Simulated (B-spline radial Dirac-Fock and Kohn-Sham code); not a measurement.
Total conversion coefficients of Sr against transition energy

The computed values come from a B-spline atomic structure program: a Dirac-Hartree-Slater potential of the neutral atom with a Latter tail (no hole, which puts coefficients of high multipoles low close above an edge), finite nucleus with surface currents. Subshells within 1 keV of threshold and pair formation are left out.

```
energy (keV)        E1        E2        E5        M1        M4        M5
        19.4      10.7       375  2.49e+08      18.8  2.26e+06  1.58e+08
          20      9.84       335  1.97e+08      17.2  1.84e+06  1.24e+08
        21.6      8.01       252  1.09e+08      13.7  1.10e+06  6.75e+07
        23.8      6.17       177  5.12e+07      10.3    583000  3.16e+07
        40.9      1.37      25.8    781000      2.09     21900    577000
          50     0.772      12.6    170000      1.17      6970    144000
        51.9     0.693      11.0    128000      1.05      5650    112000
          55     0.586      8.97     83000     0.885      4090     76100
          57     0.529      7.89     63600     0.799      3350     60000
        58.1     0.500      7.36     55200     0.756      3010     52900
        60.3     0.449      6.44     41900     0.680      2450     41400
        64.9     0.363      4.94     24400     0.551      1640     25600
        72.3     0.265      3.34     11100     0.405       908     12700
        74.6     0.242      2.98      8880     0.371       766     10400
          83     0.177      2.02      4150     0.275       430      5260
         100     0.102      1.02      1130     0.163       159      1640
         113    0.0713     0.653       493     0.117      83.7       770
         148    0.0322     0.243      83.7    0.0562      20.8       151
         200    0.0134    0.0812      12.8    0.0254      4.63      26.3
         371   0.00242   0.00948     0.382   0.00537     0.262     0.933
         500   0.00113   0.00369    0.0856   0.00264    0.0742     0.216
         584  0.000783   0.00234    0.0417   0.00184    0.0399     0.106
         614  0.000697   0.00203    0.0334   0.00164    0.0328    0.0843
         789  0.000403   0.00104    0.0117  0.000939    0.0128    0.0287
        1000  0.000250  0.000582   0.00482  0.000563   0.00563    0.0112
        1210  0.000176  0.000380   0.00252  0.000379   0.00302   0.00555
        1410  0.000135  0.000276   0.00156  0.000278   0.00188   0.00326
        2000  7.70e-05  0.000140  0.000579  0.000141  0.000692   0.00107
        2010  7.64e-05  0.000139  0.000571  0.000140  0.000683   0.00106
```

Task: How fast do they fall between 1410 and 2010 keV?

Result: As powers of the energy: E1 E^-1.60, E2 E^-1.93, E5 E^-2.83, M1 E^-1.93, M4 E^-2.86, M5 E^-3.18. Within one type (E or M) the higher multipoles fall faster.
